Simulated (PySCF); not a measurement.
**Interval between two levels of Ta³⁺ by level of theory**

Ta³⁺ [Xe] 4f14 5d2 [3F4, M_J = 4] → Ta³⁺ [Xe] 4f14 5d1 6s1 [3D3, M_J = 3], as a difference of total energies. Calculation: PySCF 2.14, in x2c-SVPall-2c with one added diffuse shell each of s, d type (8s9p10d2f, 99 functions); the two-component X2C-1e Hamiltonian. "Screened" scales the spin-orbit matrix elements by Boettger's factors to mimic the two-electron term; Breit and QED terms are absent.

| method | interval between two levels (cm⁻¹) |
| --- | --- |
| GHF (spin-free) | 31441 |
| GHF (screened spin-orbit) | 30802 |

The labels give the starting determinants; with spin-orbit coupling the two ends relaxed to ⟨J²⟩ = 20.00, ⟨L²⟩ = 12.50, ⟨S²⟩ = 1.99 and ⟨J²⟩ = 12.00, ⟨L²⟩ = 6.10, ⟨S²⟩ = 2.09.
